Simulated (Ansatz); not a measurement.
Consider the ligand exchange at a B–C bond: `BCC(Cl)Br` + `N[SiH2][TeH]` → `B[Te][SiH2]N` + `CC(Cl)Br`.

Program: Ansatz. Geometries: PBE0-D4/def2-TZVP. ΔE: electronic, gas phase. CCSD(T)/CBS is the MP2 limit (def2-TZVPP, def2-QZVPP) plus CCSD(T) − MP2 in def2-TZVPP, frozen cores. DFT in def2-TZVPP. def2 core potentials past Kr. For Br, Te outer-core shells are correlated without core-valence functions, which leaves a few kJ/mol of doubt a bond. Scalar relativity is left out up to krypton. One conformer a species, not always the lowest.

`BCC(Cl)Br`:

Cartesian coordinates in Å:
```
B -0.309 0.289 1.466
C -0.546 -0.199 0.006
C 0.600 0.026 -0.943
Cl 2.003 -0.945 -0.461
Br 0.107 -0.370 -2.788
H 0.589 1.032 1.737
H -1.081 -0.033 2.319
H -1.418 0.381 -0.342
H -0.876 -1.242 -0.034
H 0.932 1.061 -0.961
```

`N[SiH2][TeH]`:

Z-matrix (Å, degrees):
```
Si
Te 1 2.513
N 1 1.714 2 118.0
H 1 1.483 2 102.2 3 -120.1
H 1 1.482 2 108.8 3 121.4
H 2 1.658 1 91.9 3 -68.0
H 3 1.008 1 118.5 2 81.9
H 3 1.008 1 119.5 2 -57.9
```

`B[Te][SiH2]N`:

Cartesian coordinates in Å:
```
B 2.072 0.697 0.096
Te 0.565 1.820 -0.843
Si -1.344 0.196 -0.426
N -0.955 -1.216 0.457
H 1.825 -0.356 0.595
H 3.167 1.166 0.101
H -2.377 0.952 0.323
H -1.850 -0.209 -1.760
H -0.726 -1.132 1.435
H -0.377 -1.919 0.023
```

`CC(Cl)Br`:

Z-matrix (Å, degrees):
```
C
C 1 1.503
H 1 1.090 2 110.7
H 1 1.091 2 109.8 3 120.3
H 1 1.092 2 109.4 3 -119.9
Cl 2 1.770 1 111.2 3 61.3
Br 2 1.948 1 110.6 3 -62.1
H 2 1.086 1 112.9 3 -179.0
```

CCSD(T)/CBS gives -73.8 kJ/mol.

Another level gave -68.9 kJ/mol. Which?
A. ωB97M-V/def2-TZVPP
B. PBE-D4/def2-TZVPP
C. CCSD/def2-TZVPP
D. HF/def2-TZVPP

C. CCSD/def2-TZVPP -68.9, ωB97M-V -63.9, PBE-D4 -77.5, HF/def2-TZVPP -56.1 kJ/mol.

Largest T1 diagnostic among the species: 0.014.

From PBE to PBE0 (25 % exact exchange), in def2-TZVPP and without D4, ΔE moves by +4.5 kJ/mol. In def2-TZVPP, CCSD(T) changes the Hartree–Fock value by −17.9 kJ/mol (the triples alone add −5.0 kJ/mol) and MP2 by −22.0 kJ/mol.
